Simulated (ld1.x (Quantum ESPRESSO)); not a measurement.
Before and after: TM potential for germanium

ld1.x (Quantum ESPRESSO) 7.5 input, shortened:

```
&input
   title='Ge', zed=32., rel=1, dft='PBE', iswitch=3,
   config='[Ar] 3d10 4s2 4p1.5'
 /
 &inputp
   pseudotype=2, tm=.true., lloc=1,
   nlcc=.false.
 /
2
4S  1  0   2.00   0.00  1.90  1.90  0.0
4P  2  1   1.50   0.00  2.40  2.40  0.0
 &test
   configts(1)='4s2 4p1.5'
 /
```

All-electron outer shells of the reference configuration (PBE, scalar-relativistic, ld1.x):

| shell | level (eV) | outermost node (bohr) | outermost maximum (bohr) |
| --- | --- | --- | --- |
| 4s | -15.60 | 0.77 | 1.73 |
| 4p | -7.38 | 0.82 | 2.14 |

Change: core correction a·sin(br)/r model core inside 1.88 bohr.

Cutoffs: the cutoffs (Ry, on a coarse ladder) from which the occupation-weighted sum of valence levels, in a spherical-Bessel basis at the reference potential, stays within 10 and 1 mRy of its value at 400 Ry; they do not see the model core or the augmentation charge, which bear on the density cutoff. Errors are all-electron minus pseudo energies relative to the spin-unpolarised reference configuration.

Q: What does the change do?

A: The potential gets neither clearly harder nor softer (25 Ry and 40 Ry → 25 Ry and 40 Ry); of the 7 tests that both files solve, the error grows in 5 and shrinks in 1 by more than 15 % and 0.3 meV (median size 6.5 → 6.5 meV); neither file shows a bound ghost. A model core, the more so a compact one, raises the density cutoff, which this test does not measure.

```csv
quantity,base,changed
"cutoff, loose",25 Ry,25 Ry
"cutoff, tight",40 Ry,40 Ry
bound ghosts,none,none
"error for 4s2 4p2, meV [ΔE -2.80 eV]",+0.4,-0.5
"error for 4s2 4p1, meV [ΔE 4.64 eV]",-1.1,-3.2
"error for 4s2 4p0, meV [ΔE 20.08 eV]",-6.5,-51
"error for 4s2 4p2.3, meV [ΔE -3.69 eV]",+0.8,-1.1
"error for 4s1 4p2, meV [ΔE 13.36 eV]",+11,-14
"error for 4s1 4p0, meV [ΔE 54.87 eV]",+73,-251
"error for 4s0 4p4, meV [ΔE 13.39 eV]",+56,-6.5
s: phases at 2.59 bohr within 0.05 rad from the reference energy up to (Ry; the scan ends near 5),2.0,2.0
p: phases at 2.59 bohr within 0.05 rad from the reference energy up to (Ry; the scan ends near 5),2.5,2.5
```
